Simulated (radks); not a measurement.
The numbers below are computed, except where a source is named.
Q: Orbital eigenvalues (eV) of the cadmium ion Cd2+, [Kr] 4d10, of relativity; Dirac values are averaged over j with weights 2j + 1. Spin-unpolarised spherical Kohn-Sham, PBEsol, point nucleus unless stated (finite: rms radius 4.6087 fm), a radial shooting solver on a logarithmic mesh with Libxc functionals. A level marked "c x" has the speed of light scaled by that factor and shares open shells by 2j + 1; other Dirac levels either fill j = l - 1/2 first or share by 2j + 1.

| shell | non-rel. |
|---|---|
| 1s | -25654 |
| 2s | -3743.3 |
| 2p | -3491.5 |
| 3s | -709.43 |
| 3p | -607.10 |
| 3d | -417.54 |
| 4s | -116.26 |
| 4p | -83.503 |
| 4d | -30.846 |

Give the values at the level "Dirac, c x 0.85".

A: 
shell  Dirac, c x 0.85  change of magnitude (%)
1s              -26876                    +4.76
2s             -4040.0                    +7.92
2p             -3577.6                    +2.46
3s             -769.51                    +8.47
3p             -625.41                    +3.02
3d             -409.77                    -1.86
4s             -128.24                   +10.30
4p             -86.946                    +4.12
4d             -30.285                    -1.82
